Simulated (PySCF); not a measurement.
Compound: C6H9F2O (doublet state).
Atom-mapped SMILES: `[CH2:1]=[C:2]([CH3:3])[O:4][CH2:5][C:6]([F:7])[CH2:8][F:9]` (hydrogens: H10, H11 on C1; H12, H13, H14 on C3; H15, H16 on C5; H17, H18 on C8)

Cartesian coordinates in Å at the GFN2-xTB level; atoms count from 1:
```
atom  x, y, z in Å
C1    -1.9234    1.3495   -0.3980
C2    -1.5206    0.1590    0.0235
C3    -2.4114   -0.8303    0.7130
O4    -0.2588   -0.3576   -0.1004
C5     0.7299    0.4411   -0.7302
C6     2.0269   -0.2627   -0.6488
F7     2.7115   -0.4298   -1.7985
C8     2.7030   -0.6428    0.6013
F9     3.2154    0.4778    1.2670
H10   -1.2848    2.0560   -0.8951
H11   -2.9412    1.6556   -0.2483
H12   -2.0285   -1.0408    1.7097
H13   -3.4225   -0.4457    0.7890
H14   -2.4191   -1.7643    0.1548
H15    0.7867    1.4124   -0.2053
H16    0.4728    0.6228   -1.7819
H17    1.9989   -1.0960    1.3073
H18    3.5564   -1.2979    0.4092
```

The hyperfine couplings belong to this conformer and change with its torsions.

Computed with PySCF 2.14.0, UKS B3LYP, pcH-1 on C F H O, non-relativistic, mean-field spin-orbit, GIAO. One conformer (not necessarily the lowest) at the GFN2-xTB geometry, without solvent, vibrations or thermal averaging. The geometry wasn't refined by DFT: couplings that depend on bond lengths, twists or pyramidal angles can differ widely from those at the functional's own minimum. The SCF solution wasn't tested for stability.

Problem. The isotropic 19F couplings are +299.6, +156.0 MHz. Assign them to F7; F9.

Solution. 
```csv
site,a_iso (MHz),ρ(0) (bohr⁻³),position,distance from C6 (Å),bound to,spin population there,largest |T| (MHz)
F7,+156.0,+0.0371,1 bond from C6,1.35,C6,+0.89,527.4
F9,+299.6,+0.0712,2 bonds from C6,2.37,C8,-0.03,216.9
```

ρ(0) is the spin density at the nucleus and T the dipolar tensor; entries for several nuclei are means. The largest Mulliken spin populations are on C6 (+0.89) and F7 (+0.07). C6 is the only atom above +0.15. The angles at C6 add up to 359.5°, so it is planar.

Class means assume fast exchange of nuclei equivalent by connectivity; if that motion is slow, each nucleus keeps its own coupling. The 1H value of +49.2 MHz is a mean of couplings from 7.0 to 91.3 MHz in this one geometry, not an average over conformers. The 1H value of +18.1 MHz is a mean of couplings from 1.4 to 34.9 MHz in this one geometry, not an average over conformers.
